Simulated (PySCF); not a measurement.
Work out the structure from these simulated measurements.

Formula: C3H8S3Si.

* Rotational structure: rotational constants A, B, C: 2.281, 0.845, 0.695 GHz [GFN2-xTB]
* Triplet: lowest triplet excitation (Tamm–Dancoff): 4.70 eV [TDA PBE0/def2-SVPD]
* 1H NMR: chemical shifts (computed TMS as zero) by class: 5.57 (1 H), 5.57 (1 H), 4.21 (1 H), 2.99 (1 H), 2.90 (1 H), 2.32 (3 H) ppm [GIAO PBE0/pcSseg-1]
* Dipole: 1.27 D [PBE0/def2-SVPD]
* 13C NMR: chemical shifts (computed TMS as zero) by class: 66.4 (1 C), 45.4 (1 C), 13.5 (1 C) ppm [GIAO PBE0/pcSseg-1]
* Polarisability: 121.5 au [PBE0/def2-SVPD]
* UV, first state: lowest singlet excitation: 5.00 eV (248 nm, f = 0.007) [TDDFT PBE0/def2-SVPD]

Gas-phase values; electronic properties from PySCF, density fitting. Levels stand in brackets. Geometry: GFN2-xTB, one conformer, isolated molecule. NMR classes are plain means over equivalent atoms (diastereotopic ones count apart unless rotation or inversion swaps them), as if these changed places fast.

Task: Propose a structure and show how it fits.

Result: Numbering: `[CH3:1][S:2][C@H:3]1[CH2:4][S:5][SiH2:6][S:7]1`. Its formula, C3H8S3Si, gives 1 degree of unsaturation: 1 ring and 0 π bonds in the structure found. 3 carbons fall into 3 classes; from least to most shielded: ring sp3 carbon bound to sulfur [C3] (66.4 ppm), ring sp3 carbon bound to sulfur [C4] (45.4 ppm), S-methyl carbon [C1] (13.5 ppm). Hydrogen classes from least to most shielded: 1 H on an SiH2 silicon, Si6 (5.57 ppm), 1 H on an SiH2 silicon, Si6 (5.57 ppm), 1 H on an sp3 carbon bound to sulfur, C3 (4.21 ppm), 1 H on an sp3 carbon bound to sulfur, C4 (2.99 ppm), 1 H on an sp3 carbon bound to sulfur, C4 (2.90 ppm), 3 H on an S-methyl carbon, C1 (2.32 ppm, a mean of values up to 1.2 ppm apart in this geometry). S1 is mainly HOMO→LUMO (weight 0.76); the largest Löwdin shares of the orbital it empties are 0.58 on the sulfide sulfur, 0.12 on a sulfur bonded to C and Si, 0.08 on the S-methyl carbon and 0.06 on an sp3 carbon bound to sulfur, of the orbital it fills 0.25 on a sulfur bonded to C and Si, 0.24 on a sulfur bonded to C and Si, 0.20 on the SiH2 silicon and 0.08 on an sp3 carbon bound to sulfur. The optimised geometry has point group C1 and is an asymmetric top. Structure: `CS[C@H]1CS[SiH2]S1`. The assignments are read from this structure; whether some other isomer fits the data as well wasn't checked. The mirror image fits equally.
